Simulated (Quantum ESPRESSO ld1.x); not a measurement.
Ce6+, 52 electrons, occupied as [Kr] 4d10 5s2 5p4 (the NIST ground configuration). Calculated with ld1.x of Quantum ESPRESSO 7.5: Dirac Kohn-Sham, relativistic LDA (MacDonald-Vosko exchange, VWN5 correlation), spin-unpolarised, spherical densities, point nucleus; open shells are shared between the two j in proportion to 2j + 1.

Spin-orbit splittings of the eigenvalues, e(l+1/2) - e(l-1/2), with zeta = 2 splitting/(2l+1) and mean radii in bohr:

shell  occ.  splitting (eV)  zeta (eV)  <r> j=l-1/2  <r> j=l+1/2
2p        6           441.9      294.6      0.08817      0.09435
3p        6           86.88      57.92       0.2687       0.2809
3d       10           18.75      7.500       0.2517       0.2555
4p        6           19.08      12.72       0.6532       0.6799
4d       10           3.409      1.363       0.7287       0.7379
5p        4           3.714      2.476        1.527        1.582
